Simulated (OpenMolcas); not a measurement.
## Se: effect of the basis set

```
Program             : OpenMolcas
Method              : SS-RASPT2, IPEA 0.25 Eh, imaginary shift 0.1 Eh (closed shells correlated: 3d)
Active space        : 6 electrons in 9 orbitals (RAS2 4s 4p; RAS3 4d, at most 2 electrons)
State averaging     : 2S+1 = 3 even, 3 roots; 2S+1 = 1 even, 6 roots; 2S+1 = 3 odd, 3 roots
Spin-orbit coupling : RASSI with atomic mean-field integrals over the reference wave functions, term energies averaged over their components
```

A. ANO-RCC-VTZP [6s5p3d1f], DKH2, point nucleus; CASPT2 step of the order of 8 core-seconds
B. ANO-RCC-VQZP [7s6p4d2f1g], DKH2, point nucleus; CASPT2 step roughly 11 core-seconds
C. ANO-RCC [9s8p6d4f2g], DKH2, point nucleus; CASPT2 step roughly 16 core-seconds

Energies in cm⁻¹ above 4s² 4p⁴ ³P₂, the measured ground level; measured values from NIST Handbook of Basic Atomic Spectroscopic Data.

```csv
Level,A,B,C,Measured
4s² 4p⁴ ³P₂,0.0,0.0,0.0,0.0
4s² 4p⁴ ³P₁,1804,1817,1813,1989
4s² 4p⁴ ³P₀,2370,2380,2370,2534
4s² 4p⁴ ¹D₂,9980,9630,9570,9576
4s² 4p⁴ ¹S₀,22930,22530,22500,22446
```

Deviations, from unrounded energies. A percentage is the sum of absolute deviations over the sum of measured energies, with the sign that they share, or ± where signs differ.

```json
{"Against measurement": "mean absolute deviation (cm-1)", "Levels": "4", "A": "310", "B": "120", "C": "99"}
{"Against measurement": "fine structure of the ground term (%)", "Levels": "2", "A": "-7.7", "B": "-7.3", "C": "-7.4"}
{"Against measurement": "other terms of the ground configuration (%)", "Levels": "2", "A": "+2.8", "B": "+0.4", "C": "±0.2"}
```

C lies closest to measurement on these levels and A furthest from it. The largest miss of C in the table is 4s² 4p⁴ ³P₁, by -180 cm-1. The ranking rests on the paired levels alone, and a cruder setting can come out closer through cancelling errors.

Among A to C the level of the table that moves most is 4s² 4p⁴ ¹S₀, by 430 cm-1 (lowest in C, highest in A). Moves below CASPT2's spread within the term are not significant.

Term energies are means over components that CASPT2 splits; among the terms shown or strongly mixed into the levels shown the widest spread is 48 cm-1 (4s² 4p⁴ ¹D, B). Active for correlation alone: 4d; no level in the range computed is led by a configuration that fills it, so any true level of that kind is missing. Measured partners are found by configuration, term and J. A level has none where our copy of the source lacks it or the pairing is in doubt (some pairs that miss far off the trend of their configuration count as doubtful), and it then counts in no deviation. Levels of configurations outside the active space are missing. The table leaves out levels that lie high or whose names do not pair safely across all columns.
